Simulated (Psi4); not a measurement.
H6BN, charge -1, doublet, at the geometry of the source list (a state made from the parent by changing its charge; the spin is typed, not shown lowest) (a gas-phase anion, which may not be bound at this level); WB97X/pcseg-1 run with Psi4.

Here is a job for Psi4.
```
memory 2 GB

molecule mol {
-1 2
  B    -0.824500    0.108500   -0.017900
  N     0.820900   -0.110000    0.018300
  H    -1.225800   -0.630900   -0.859700
  H    -0.985700    1.257400   -0.288300
  H    -1.207600   -0.172300    1.073800
  H     1.018100   -1.066800    0.287500
  H     1.215800    0.535400    0.692800
  H     1.188900    0.078800   -0.906600
}

set basis pcseg-1
set reference uks

energy('wb97x')
print_variables()
```

The log (banner, timings and long lists left out):

```
   => Loading Basis Set <=

    Name: PCSEG-1
    Role: ORBITAL
    Keyword: BASIS

         ---------------------------------------------------------
                                   SCF
               by Justin Turney, Rob Parrish, Andy Simmonett
                          and Daniel G. A. Smith
                              UKS Reference
         ---------------------------------------------------------

  ==> Geometry <==

    Molecular point group: c1
    Full point group: C1

    Geometry (in Angstrom), charge = -1, multiplicity = 2:

       Center              X                  Y                   Z               Mass
    ------------   -----------------  -----------------  -----------------  -----------------
         B           -0.902469491551     0.119582531200    -0.019789473361    11.009305360000
         N            0.742930508449    -0.098917468800     0.016410526639    14.003074004430
         H           -1.303769491551    -0.619817468800    -0.861589473361     1.007825032230
         H           -1.063669491551     1.268482531200    -0.290189473361     1.007825032230
         H           -1.285569491551    -0.161217468800     1.071910526639     1.007825032230
         H            0.940130508449    -1.055717468800     0.285610526639     1.007825032230
         H            1.137830508449     0.546482531200     0.690910526639     1.007825032230
         H            1.110930508449     0.089882531200    -0.908489473361     1.007825032230

  Running in c1 symmetry.

  Rotational constants: A =      2.49002  B =      0.59309  C =      0.59303 [cm^-1]
  Rotational constants: A =  74648.88756  B =  17780.32682  C =  17778.64777 [MHz]
  Nuclear repulsion =   40.763743950152076

  Charge       = -1
  Multiplicity = 2
  Electrons    = 19
  Nalpha       = 10
  Nbeta        = 9

  ==> Algorithm <==

  SCF Algorithm Type is DF.
  DIIS enabled.
  MOM disabled.
  Fractional occupation disabled.
  Guess Type is SAD.
  Energy threshold   = 1.00e-06
  Density threshold  = 1.00e-06
  Integral threshold = 1.00e-12

  ==> Primary Basis <==

  Basis Set: PCSEG-1
    Blend: PCSEG-1
    Number of shells: 30
    Number of basis functions: 58
    Number of Cartesian functions: 60
    Spherical Harmonics?: true
    Max angular momentum: 2

  ==> DFT Potential <==

   => LibXC <=

    Version 7.1.2
    S. Lehtola, C. Steigemann, M. J. T. Oliveira, and M. A. L. Marques,  SoftwareX 7, 1–5 (2018) (10.1016/j.softx.2017.11.002)

   => Composite Functional: WB97X <=

    wB97X Hyb-GGA Exchange-Correlation Functional

    J.-D. Chai and M. Head-Gordon,  J. Chem. Phys. 128, 084106 (2008) (10.1063/1.2834918)

    Deriv               =              1
    GGA                 =           TRUE
    Meta                =          FALSE

    Exchange Hybrid     =           TRUE
    MP2 Hybrid          =          FALSE

   => Exchange-Correlation Functionals <=

    1.0000   wB97X range-separated functional

   => Exact (HF) Exchange <=

    0.8423            HF,LR [omega = 0.3000]
    0.1577               HF

   => LibXC Density Thresholds  <==

    XC_HYB_GGA_XC_WB97X:  1.00E-14

   => Molecular Quadrature <=

    Radial Scheme          =       TREUTLER
    Pruning Scheme         =           NONE
    Nuclear Scheme         =       TREUTLER

    Blocking Scheme        =         OCTREE
    BS radius alpha        =              1
    Pruning alpha          =              1
    Radial Points          =             75
    Spherical Points       =            302
    Total Points           =         173396
    Total Blocks           =           1335
    Max Points             =            256
    Max Functions          =             58
    Weights Tolerance      =       1.00E-15

   => Loading Basis Set <=

    Name: (PCSEG-1 AUX)
    Role: JKFIT
    Keyword: DF_BASIS_SCF

  ==> Integral Setup <==

  SCF_SUBTYPE=INCORE selected. In-core MEM_DF algorithm will be used.
  Using in-core AOs.

  ==> MemDFJK: Density-Fitted J/K Matrices <==

    J tasked:                   Yes
    K tasked:                   Yes
    wK tasked:                  Yes
    Omega:                3.000E-01
    Algorithm:                 Core
    Schwarz Cutoff:           1E-12
    Mask sparsity (%):       0.0000
    Fitting Condition:        1E-10

   => Auxiliary Basis Set <=

  Basis Set: (PCSEG-1 AUX)
    Blend: DEF2-UNIVERSAL-JKFIT
    Number of shells: 86
    Number of basis functions: 260
    Number of Cartesian functions: 302
    Spherical Harmonics?: true
    Max angular momentum: 4

  Minimum eigenvalue in the overlap matrix is 8.2380443989E-03.
  Reciprocal condition number of the overlap matrix is 1.4246349404E-03.
    Using symmetric orthogonalization.

  ==> Pre-Iterations <==

  SCF Guess: Superposition of Atomic Densities via on-the-fly atomic UHF (no occupation information).

   -------------------------
    Irrep   Nso     Nmo
   -------------------------
     A         58      58
   -------------------------
    Total      58      58
   -------------------------

  ==> Iterations <==

                           Total Energy        Delta E     RMS |[F,P]|

   @DF-UKS iter SAD:   -82.57549708385532   -8.25755e+01   0.00000e+00
   @DF-UKS iter   1:   -82.76812335806943   -1.92626e-01   1.21228e-02 ADIIS/DIIS
   @DF-UKS iter   2:   -82.89936067175410   -1.31237e-01   1.05082e-02 ADIIS/DIIS
   @DF-UKS iter   3:   -83.07183266668997   -1.72472e-01   1.31020e-03 ADIIS/DIIS
   @DF-UKS iter   4:   -83.07731474595751   -5.48208e-03   5.50202e-04 ADIIS/DIIS
   @DF-UKS iter   5:   -83.07954508062775   -2.23033e-03   1.91626e-04 ADIIS/DIIS
   @DF-UKS iter   6:   -83.08010483843492   -5.59758e-04   5.66916e-05 DIIS
   @DF-UKS iter   7:   -83.08014991059122   -4.50722e-05   1.29106e-05 DIIS
   @DF-UKS iter   8:   -83.08015130439337   -1.39380e-06   3.98117e-06 DIIS
   @DF-UKS iter   9:   -83.08015143235815   -1.27965e-07   1.12535e-06 DIIS
   @DF-UKS iter  10:   -83.08015144329006   -1.09319e-08   2.30929e-07 DIIS
  Energy and wave function converged.

  ==> Post-Iterations <==

   Electrons on quadrature grid:
      Nalpha   =   10.0000276331 ; deviation = 2.763e-05
      Nbeta    =    9.0000142803 ; deviation = 1.428e-05
      Ntotal   =   19.0000419134 ; deviation = 4.191e-05

   @Spin Contamination Metric:   5.769846221E-04
   @S^2 Expected:                7.500000000E-01
   @S^2 Observed:                7.505769846E-01
   @S   Expected:                5.000000000E-01
   @S   Observed:                5.000000000E-01

    Orbital Energies [Eh]
    ---------------------

    Alpha Occupied:

[...]
      10A      0.088254

    Alpha Virtual:

[...]
    Beta Occupied:

[...]
    Beta Virtual:

[...]
      58A      3.672414

    Final Occupation by Irrep:
              A
    DOCC [     9 ]
    SOCC [     1 ]
    NA   [    10 ]
    NB   [     9 ]

  @DF-UKS Final Energy:   -83.08015144329006

   => Energetics <=

    Nuclear Repulsion Energy =             40.7637439501520760
    One-Electron Energy =                -194.9458903630027180
    Two-Electron Energy =                  80.0117134375111334
    DFT Exchange-Correlation Energy =      -8.9097184679505563
    Empirical Dispersion Energy =           0.0000000000000000
    VV10 Nonlocal Energy =                  0.0000000000000000
    Total Energy =                        -83.0801514432900632

  UHF NO Occupations:
  HONO-2 :    8  A 1.9999289
  HONO-1 :    9  A 1.9998949
  HONO-0 :   10  A 1.0000000
  LUNO+0 :   11  A 0.0001051
  LUNO+1 :   12  A 0.0000711
  LUNO+2 :   13  A 0.0000403
  LUNO+3 :   14  A 0.0000395

Computation Completed

Properties will be evaluated at   0.000000,   0.000000,   0.000000 [a0]

Properties computed using the SCF density matrix

 Multipole Moments:

 ------------------------------------------------------------------------------------
     Multipole            Electronic (a.u.)      Nuclear  (a.u.)        Total (a.u.)
 ------------------------------------------------------------------------------------

 L = 1.  Multiply by 2.5417464519 to convert [e a0] to [Debye]
 Dipole X            :          0.0409277            0.4233915            0.4643192
 Dipole Y            :         -0.0110442           -0.0499161           -0.0609603
 Dipole Z            :          0.0002553            0.0077280            0.0079833
 Magnitude           :                                                    0.4683719

 ------------------------------------------------------------------------------------

  Variable Map:
  ----------------------------------------------------------------------------
[...]
  Array Variable Map:
  ----------------------------------------------------------------------------
[...]
[...]
```
